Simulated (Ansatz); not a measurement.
Input file for Ansatz (a program for electronic structure): R-CCSD(T)/cc-pVTZ on CH5GaO (SMILES C[O][GaH2]), a point of a torsion scan. The run froze 16 orbitals, filled d shells among them.

Ansatz 0.2 input:
```yaml
crystal:
  periodic: [false, false, false]
  atoms:
    - {symbol: C, position_ang: [1.30137925, 0.17933583, 0.07148818]}
    - {symbol: O, position_ang: [0.92173363, -0.94157372, -0.70377093]}
    - {symbol: Ga, position_ang: [0.55717714, -2.30598774, -1.63661307]}
    - {symbol: H, position_ang: [0.99016552, 1.09794788, -0.43015233]}
    - {symbol: H, position_ang: [0.82030324, 0.12793526, 1.05082382]}
    - {symbol: H, position_ang: [2.38445265, 0.19569475, 0.20730045]}
    - {symbol: H, position_ang: [1.59836706, -3.44751963, -1.70453223]}
    - {symbol: H, position_ang: [-0.81212386, -2.28084862, -2.34639754]}
basis:
  gaussian:
    orbitals: cc-pVTZ
magnetization: {spin_polarized: false}
correlation: {method: ccsd_t, electrons: outside_noble_gas}
scf: {lower_state_search: off}
```

Question: Give the final energy of this run.

Answer: -2039.5024 hartree (reference determinant -2038.9587, T1 diagnostic 0.013).

Question: How many basis functions does it have, and what does it roughly cost on one machine?

Answer: 173 functions; very roughly 28 core-seconds.
